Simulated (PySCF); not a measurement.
**BeC⁻ at BHandHLYP**

Computed with BHandHLYP; Be def2-SVPD, C def2-SVPD; no relativity (PySCF 2.14).

```json
{
 "state": "⁴Σ⁻ (quartet), unpaired electrons σ ↑, π ↑↑",
 "bond length": "1.680 Å",
 "harmonic wavenumber": "826 cm⁻¹",
 "force constant": "2.07 mdyn/Å",
 "rotational constant Be": "1.161 cm⁻¹",
 "anharmonicity ωexe": "14.9 cm⁻¹",
 "vibration–rotation constant αe": "0.0268 cm⁻¹",
 "bond order (Mayer)": "1.54",
 "dipole moment (positive dipole points towards C; it is taken about the centre of mass and depends on that origin)": "0.73 D"
}
```

The state is the lowest determinant that a PBE0 search found; another state may lie lower at other levels.
